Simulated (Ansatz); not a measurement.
One change: `C#[C][AlH][CH2]C` becomes `C#[C][AlH2]`.

Ansatz, PBE0-D4/def2-TZVP geometries, multiplicity 1. Each molecule was computed in one conformer, which needn't be the lowest.

```
                                        property  `C#[C][AlH][CH2]C`
               LUMO energy (PBE/def2-TZVPP) / eV               -2.26
size of the dipole moment (B3LYP/def2-TZVPP) / D                0.67
              LUMO energy (PBE0/def2-TZVPP) / eV               -1.46
               HOMO energy (PBE/def2-TZVPP) / eV               -6.31
  size of the dipole moment (PBE/def2-TZVPP) / D                0.73
             LUMO energy (B3LYP/def2-TZVPP) / eV               -1.68
```

(1) Give the same properties after the change, and the shifts. (Estimate.)

## Answers

(1) Ansatz gave: 
```tsv
property	`C#[C][AlH2]`	shift
LUMO energy (PBE/def2-TZVPP) / eV	-2.65	-0.39
size of the dipole moment (B3LYP/def2-TZVPP) / D	0.56	-0.11
LUMO energy (PBE0/def2-TZVPP) / eV	-1.86	-0.40
HOMO energy (PBE/def2-TZVPP) / eV	-6.86	-0.55
size of the dipole moment (PBE/def2-TZVPP) / D	0.59	-0.14
LUMO energy (B3LYP/def2-TZVPP) / eV	-2.08	-0.40
```

With PBE0 the HOMO falls by 0.52 eV and the LUMO falls by 0.40 eV, so the gap widens by about 0.12 eV. PBE moves the HOMO by -0.55 eV and ωB97M-V by -0.53 eV. Dipoles are sizes alone; their direction can turn.

B3LYP here is the variant with VWN-RPA as its local correlation; programs differ in this.
